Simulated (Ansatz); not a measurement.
Geometry optimisation, DFT PBE-D3(BJ), scalar-relativistic, plane waves, PAW (Ansatz 0.2.0).

input.yaml

```yaml
crystal:
  lattice:
    - [4.58, 0.0, 0.0]
    - [2.29, 3.966396, 0.0]
    - [0.0, 0.0, 14.58843]
  atoms:
    - { symbol: Be, position: [0.0, 0.0, 0.0685475] }
    - { symbol: Be, position: [0.5, 0.0, 0.0685475] }
    - { symbol: Be, position: [0.0, 0.5, 0.0685475] }
    - { symbol: Be, position: [0.5, 0.5, 0.0685475] }
    - { symbol: Be, position: [-0.1666667, 0.3333333, 0.1915364] }
    - { symbol: Be, position: [0.3333333, 0.3333333, 0.1915364] }
    - { symbol: Be, position: [-0.1666667, 0.8333333, 0.1915364] }
    - { symbol: Be, position: [0.3333333, 0.8333333, 0.1915364] }
    - { symbol: Be, position: [0.0, 0.0, 0.3145253] }
    - { symbol: Be, position: [0.5, 0.0, 0.3145253] }
    - { symbol: Be, position: [0.0, 0.5, 0.3145253] }
    - { symbol: Be, position: [0.5, 0.5, 0.3145253] }
    - { symbol: C, position: [0.2683559, -0.0057267, 0.4104917] }
    - { symbol: O, position: [0.2683559, -0.0057267, 0.4900068] }
basis:
  ecutwfc: 420.0
kpoints:
  mp_grid: { grid: [6, 6, 1] }
hamiltonian:
  xc: pbe
  dispersion: d3bj
scf:
  occupations: { method: fermi_dirac, width: 0.1 }
  lower_state_search: "off"
relax:
  f_tol: 0.03
  max_steps: 60
  adjacent_minimum: "off"
  constraints: [{ sites: [0, 1, 2, 3] }]
```

Launched with:

```bash
$ ansatz run input.yaml --threads 1 --pin off --max-ram 3072MiB --backend cpu --events-out ev --progress --plain --runs-dir out
```

Question: Where does it end, and by what steps?

Answer: The run converged. Limits of this set-up: coarse k mesh, thin slab, slab without dipole correction. After 12 steps the energy has fallen by 0.154 eV; C13 moved furthest, 0.69 Å. Joined: Be11–C13.

```csv
step,energy less start (eV),largest force component (eV/Å),accepted
0,0.0000,1.924,yes
1,-0.0405,0.321,yes
2,-0.0332,1.323,no
3,-0.0557,0.210,yes
4,-0.0669,0.177,yes
5,-0.0835,0.138,yes
6,-0.1057,0.158,yes
7,-0.1210,0.212,yes
8,-0.1444,0.997,yes
9,-0.1475,1.019,yes
10,-0.1536,0.058,yes
11,-0.1536,0.058,yes
12,-0.1537,0.004,yes
```

```xyz
14
Lattice="4.5800 0.0000 0.0000 2.2900 3.9664 0.0000 0.0000 0.0000 14.5884" Properties=species:S:1:pos:R:3
Be 0.000 0.000 1.000
Be 2.290 0.000 1.000
Be 1.145 1.983 1.000
Be 3.435 1.983 1.000
Be 0.018 1.312 2.785
Be 2.272 1.312 2.785
Be 1.145 3.305 2.769
Be 3.435 3.326 2.785
Be 0.005 0.003 4.573
Be 2.284 0.003 4.573
Be 1.145 1.977 4.573
Be 3.435 1.983 4.496
C 1.145 0.662 5.926
O 1.145 0.662 7.110
```

Run time: 2.1 min on 1 thread of Arm Neoverse V1, with other jobs on the host, peak memory 0.46 GiB.
